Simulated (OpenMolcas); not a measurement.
# 5d3 along the 71-electron sequence

- Program: OpenMolcas
- Method: SS-CASPT2, IPEA 0.25 Eh, imaginary shift 0.1 Eh
- Basis: ANO-RCC-VQZP
- Scalar Hamiltonian: DKH2, point nucleus
- Spin-orbit coupling: RASSI with atomic mean-field integrals over the reference wave functions, term energies averaged over their components

Active space for each ion: 3 electrons in 5 orbitals (5d); closed shells correlated by CASPT2: 5s 5p.

Computed levels in cm-1 above 4F 3/2:

```csv
Level,Ta2+,W3+,Re4+,Os5+,Ir6+,Pt7+
4F 5/2,2670,3680,4920,6270,7920,9820
4F 7/2,5160,6970,9070,11290,13880,16710
4P 1/2,10570,12820,15230,17530,20060,22640
2G 7/2,12220,15720,19250,22920,27050,31480
2H 9/2,12900,16520,20070,23910,28330,33110
4P 5/2,14610,17990,21450,25120,29210,33530
2P 1/2,15950,20340,25410,30050,35220,40460
2H 11/2,17630,22530,27110,32020,37480,43180
2D 5/2(1),18640,24140,29440,34780,40610,46670
weight of 4F in the lowest level (%),89,87,85,83,80,77
```

Mixed levels, with the weight of the term that names them: Ta2+ 4P 1/2 (61 %), Ta2+ 2H 9/2 (53 %), Ta2+ 2P 1/2 (61 %), W3+ 4P 1/2 (67 %), W3+ 2H 9/2 (55 %), W3+ 2P 1/2 (67 %), Re4+ 4P 1/2 (72 %), Re4+ 2H 9/2 (57 %), Re4+ 2P 1/2 (72 %), Os5+ 4P 1/2 (72 %), Os5+ 2H 9/2 (57 %), Os5+ 2P 1/2 (72 %), Ir6+ 4P 1/2 (71 %), Ir6+ 2H 9/2 (56 %), Ir6+ 2P 1/2 (71 %), Pt7+ 4P 1/2 (70 %), Pt7+ 2H 9/2 (54 %), Pt7+ 2P 1/2 (70 %).

Measured, with the error of the calculation in %. Measured levels: W3+ from the list in J. Phys. B 45, 035001 (2012); Re4+ from the list in Brasseur, Gamrath and Quinet, At. Data Nucl. Data Tables 157, 101636 (2024); Os5+ from the list in Brasseur, Palmeri and Quinet, Atoms 13, 11 (2025).

```csv
Level,W3+,Re4+,Os5+
4F 5/2,3537 (+4.0),4853 (+1.3),6397 (-2.0)
4F 7/2,6745 (+3.4),8973 (+1.1),11444 (-1.4)
4P 1/2,11773 (+8.9),14325 (+6.3),16772 (+4.5)
2G 7/2,15261 (+3.0),19013 (+1.3),22920 (0)
2H 9/2,16205 (+2.0),19967 (+0.5),24028 (-0.5)
4P 5/2,17190 (+4.6),20922 (+2.5),24828 (+1.2)
2P 1/2,18365 (+10.8),23669 (+7.4),28860 (+4.1)
2H 11/2,22223 (+1.4),27077 (+0.1),32156 (-0.4)
2D 5/2(1),22766 (+6.0),28739 (+2.5),34418 (+1.1)
```

The fine-structure level 4F 7/2 changes by a factor of 3.24 from Ta2+ to Pt7+. Its fourth root runs 8.48, 9.14, 9.76, 10.31, 10.85, 11.37, with steps per unit of Z of 0.66, 0.62, 0.55, 0.55, 0.52; equal steps would mean a (Z - σ)^4 law with constant σ.

4P 1/2 changes by a factor of 2.14 over the same range, with steps per unit of Z of +2250, +2410, +2300, +2530, +2580 cm-1.

CASPT2 does not keep the components of a term degenerate, so their means are used; among the terms shown or strongly mixed into the levels shown the widest spread is 2700 cm-1 (5d3 2H, Ta2+). The CASPT2 spread within a term exceeds the gap to the next term for 5d3 4P and 5d3 2P, 5d3 2P and 5d3 2H, 5d3 2H and 5d3 2D(1), so the order of their levels is uncertain, and so are names and mixing where such terms share a J (figures for Ta2+; the like holds for W3+, Re4+, Os5+, Ir6+, Pt7+). Configurations with an s electron lie low in 5d ions of this charge, fall among these levels and mix in, so low-spin terms can stand far too high, up to twice their true height, and weights are not those of the real levels (holds for Ta2+). Measured partners are found by configuration, term and J. A level has none where our copy of the source lacks it or the pairing is in doubt (some pairs that miss far off the trend of their configuration count as doubtful), and it then counts in no deviation. Levels of configurations outside the active space are missing.

A number in round brackets counts repeated terms of one configuration in the order of the reference energies.
